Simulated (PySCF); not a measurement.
PySCF 2.14 output of an unrestricted PBE calculation on a single atom or ion in aug-cc-pwCVDZ-PP with ECP28MDF, with scalar relativity through the core potential:

```
SCF conv_tol = 1e-09
number electrons alpha = 9  beta = 6
    J. P. Perdew, K. Burke, and M. Ernzerhof.,  Phys. Rev. Lett. 77, 3865 (1996)
    J. P. Perdew, K. Burke, and M. Ernzerhof.,  Phys. Rev. Lett. 78, 1396 (1997)
    J. P. Perdew, K. Burke, and M. Ernzerhof.,  Phys. Rev. Lett. 77, 3865 (1996)
    J. P. Perdew, K. Burke, and M. Ernzerhof.,  Phys. Rev. Lett. 78, 1396 (1997)
cycle= 1 E= -94.2134658193057  delta_E= -0.00465  |g|= 0.0662  |ddm|= 0.258
cycle= 2 E= -94.2122503686174  delta_E= 0.00122  |g|= 0.096  |ddm|= 0.155
cycle= 3 E= -94.2152007332804  delta_E= -0.00295  |g|= 0.00504  |ddm|= 0.0917
cycle= 4 E= -94.2152110704502  delta_E= -1.03e-05  |g|= 0.000119  |ddm|= 0.0047
cycle= 5 E= -94.2152110788763  delta_E= -8.43e-09  |g|= 3.29e-06  |ddm|= 0.000187
cycle= 6 E= -94.2152110788808  delta_E= -4.48e-12  |g|= 1.66e-07  |ddm|= 7.31e-06
converged SCF energy = -94.2152110788808  <S^2> = 3.7513642  2S+1 = 4.000682
```

The run itself started from symmetry-adapted Hartree-Fock orbitals and held the occupation by maximum overlap, on a logarithmic radial grid, so the iterations belong to that start.

Question: Which element, charge and spin multiplicity is this?

Answer: Ru⁺ (ruthenium, charge +1), multiplicity 4; the state was [Kr] 4d7, high-spin 4F determinant.

Energies and moments cover only the electrons outside the core potential.
